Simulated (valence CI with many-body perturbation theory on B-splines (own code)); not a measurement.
## Sensitivity of CI+MBPT for Yb64+

Computed by configuration interaction combined with many-body perturbation theory (CI+MBPT): four valence electrons over a frozen Dirac-Fock core [He], radial functions for each j: 6 s, 6 p, 5 d, 3 f, 1 g, with the one-electron correlation potential Σ1 (screened to all orders), the two-electron term Σ2, the three-electron term Σ3, Breit, model QED; selected single and double excitations, second order for the rest, scaled by the run's own slope (own B-spline code, finite nucleus).

The last digits are not significant, and no measured levels were compared; by estimate large intervals hold to a few tenths of a per cent, small ones and those within an open d or f shell to about a per cent.

The reference run has the lowest level (2s^2 2p1/2^2) J=0 and an ionisation energy of 16192.8 eV. Its largest variational space holds 9132 state functions.

Levels are named by their leading jj configuration (3d3/2^4 stands for four electrons in 3d with j = 3/2), which in mixed levels can hold well under half, so a name can repeat and another be missing. Letters in brackets count levels of one name in rising energy.

| Level | Reference (cm⁻¹) | Shift (cm⁻¹) |
| --- | --- | --- |
| (2s^2 2p1/2 2p3/2) J=1 | 8802090 | +21 |
| (2s^2 2p1/2 2p3/2) J=2 | 8947790 | +266 |
| (2s 2p1/2^2 2p3/2) J=2 | 11028300 | +421 |
| (2s 2p1/2^2 2p3/2) J=1 | 11690800 | +1131 |
| (2s^2 2p3/2^2) J=2 | 17919200 | +362 |
| (2s^2 2p3/2^2) J=0 | 18388100 | +798 |
| (2s 2p1/2 2p3/2^2) J=2 [a] | 19614800 | +313 |
| (2s 2p1/2 2p3/2^2) J=3 | 19963500 | +636 |
| (2s 2p1/2 2p3/2^2) J=0 | 20422400 | +836 |
| (2s 2p1/2 2p3/2^2) J=1 [a] | 20593700 | +1238 |
| (2s 2p1/2 2p3/2^2) J=2 [b] | 20671300 | +1304 |
| (2s 2p1/2 2p3/2^2) J=1 [b] | 20703200 | +1145 |

The ionisation energy moves by +0.13 eV.

Problem. Which of these changes was made?
A. Davidson tolerance 2e-05 → 0.03
B. three-electron term on → off
C. Breit term on → off
D. highest l in the core sums 6 → 5; cutoff of virtual states (hartree) 9800 → 257000

Solution. B. three-electron term on → off.
